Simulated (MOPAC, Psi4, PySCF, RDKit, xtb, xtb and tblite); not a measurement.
Relaxed torsion scan: C₄H₈OSi, SMILES C=C/C=C\O[SiH3]. Scanned: dihedral C3–C4–O5–Si6; all other coordinates were relaxed at GFN2-xTB. Points at φ and −φ are mirror images.

Geometry of the scan point at 150° (Å):
```
14

C      2.9555     0.4925     0.1803
C      1.6544     0.3772    -0.0661
C      0.7866    -0.5494     0.6209
C     -0.5222    -0.6679     0.3785
O     -1.1742     0.0879    -0.5225
Si    -2.4744    -0.1690    -1.4633
H      3.5764     1.1926    -0.3511
H      3.4435    -0.1130     0.9266
H      1.1799     0.9943    -0.8168
H      1.2278    -1.1810     1.3773
H     -1.1306    -1.3891     0.9140
H     -2.1711    -1.1847    -2.4733
H     -3.6135    -0.6266    -0.6632
H     -2.6406     1.1709    -2.0004
```

Levels: GFN2-xTB (xtb and tblite); MMFF94 // GFN2-xTB (RDKit); PBE0/def2-TZVP // GFN2-xTB (Psi4); PBE0-D3(BJ)/def2-TZVP // GFN2-xTB (Psi4); PBE/def2-TZVP // GFN2-xTB (Psi4); PBE-D3(BJ)/def2-TZVP // GFN2-xTB (Psi4); UFF // GFN2-xTB (RDKit); PM6, restricted, heats of formation // GFN2-xTB (MOPAC); AM1, restricted, heats of formation // GFN2-xTB (MOPAC); GFN1-xTB // GFN2-xTB (xtb); RKS-B3LYP/6-31G* = restricted B3LYP/6-31G*, spherical d, density fitting // GFN2-xTB in PySCF; RHF/STO-3G = restricted Hartree-Fock/STO-3G // GFN2-xTB run with PySCF; RKS-M06-2X/6-31G* = restricted M06-2X/6-31G*, spherical d, density fitting // GFN2-xTB in PySCF; RKS-B3LYP/6-311+G** = PySCF with restricted B3LYP/6-311+G**, spherical d, density fitting // GFN2-xTB.

Least-squares fit of E(φ) = a0 + Σ (a_n cos nφ + b_n sin nφ), n = 1 to 4, to the 12 scan points, in kJ/mol above the lowest point of each profile (levels whose profile four harmonics don't fit are not listed):

```json
[
 {"method": "GFN2-xTB", "a0": "2.92", "a1": "-0.49", "b1": "0.00", "a2": "-2.15", "b2": "0.00", "a3": "-0.45", "b3": "0.00", "a4": "-0.24", "b4": "0.00", "rms of fit": "0.28"},
 {"method": "MMFF94", "a0": "29.51", "a1": "24.47", "b1": "0.00", "a2": "-3.89", "b2": "0.00", "a3": "1.18", "b3": "0.00", "a4": "-0.30", "b4": "0.00", "rms of fit": "0.32"},
 {"method": "PBE0/def2-TZVP", "a0": "4.93", "a1": "3.69", "b1": "0.00", "a2": "-1.48", "b2": "0.00", "a3": "0.17", "b3": "0.00", "a4": "0.32", "b4": "0.00", "rms of fit": "0.06"},
 {"method": "PBE0-D3(BJ)/def2-TZVP", "a0": "3.70", "a1": "2.50", "b1": "0.00", "a2": "-1.36", "b2": "0.00", "a3": "0.23", "b3": "0.00", "a4": "0.30", "b4": "0.00", "rms of fit": "0.07"},
 {"method": "PBE/def2-TZVP", "a0": "5.29", "a1": "3.52", "b1": "0.00", "a2": "-2.07", "b2": "0.00", "a3": "0.11", "b3": "0.00", "a4": "0.34", "b4": "0.00", "rms of fit": "0.06"},
 {"method": "PBE-D3(BJ)/def2-TZVP", "a0": "4.01", "a1": "2.25", "b1": "0.00", "a2": "-1.97", "b2": "0.00", "a3": "0.18", "b3": "0.00", "a4": "0.31", "b4": "0.00", "rms of fit": "0.08"},
 {"method": "UFF", "a0": "47.02", "a1": "34.76", "b1": "0.00", "a2": "-10.08", "b2": "0.00", "a3": "1.01", "b3": "0.00", "a4": "-1.74", "b4": "0.00", "rms of fit": "1.20"},
 {"method": "PM6", "a0": "3.23", "a1": "-3.50", "b1": "0.00", "a2": "1.40", "b2": "0.00", "a3": "0.33", "b3": "0.00", "a4": "0.29", "b4": "0.00", "rms of fit": "0.26"},
 {"method": "AM1", "a0": "3.64", "a1": "2.54", "b1": "0.00", "a2": "-1.23", "b2": "0.00", "a3": "-0.06", "b3": "0.00", "a4": "0.02", "b4": "0.00", "rms of fit": "0.22"},
 {"method": "GFN1-xTB", "a0": "9.73", "a1": "-9.68", "b1": "0.00", "a2": "-0.42", "b2": "0.00", "a3": "0.25", "b3": "0.00", "a4": "0.40", "b4": "0.00", "rms of fit": "0.19"},
 {"method": "RKS-B3LYP/6-31G*", "a0": "5.48", "a1": "4.59", "b1": "0.00", "a2": "-1.29", "b2": "0.00", "a3": "0.05", "b3": "0.00", "a4": "0.35", "b4": "0.00", "rms of fit": "0.07"},
 {"method": "RHF/STO-3G", "a0": "9.13", "a1": "8.23", "b1": "0.00", "a2": "-1.45", "b2": "0.00", "a3": "-0.22", "b3": "0.00", "a4": "0.14", "b4": "0.00", "rms of fit": "0.31"},
 {"method": "RKS-M06-2X/6-31G*", "a0": "3.84", "a1": "2.78", "b1": "0.00", "a2": "-1.01", "b2": "0.00", "a3": "0.55", "b3": "0.00", "a4": "0.33", "b4": "0.00", "rms of fit": "0.13"},
 {"method": "RKS-B3LYP/6-311+G**", "a0": "5.80", "a1": "4.80", "b1": "0.00", "a2": "-1.35", "b2": "0.00", "a3": "0.13", "b3": "0.00", "a4": "0.39", "b4": "0.00", "rms of fit": "0.05"}
]
```

MMFF94 has few fitted parameters for silicon.
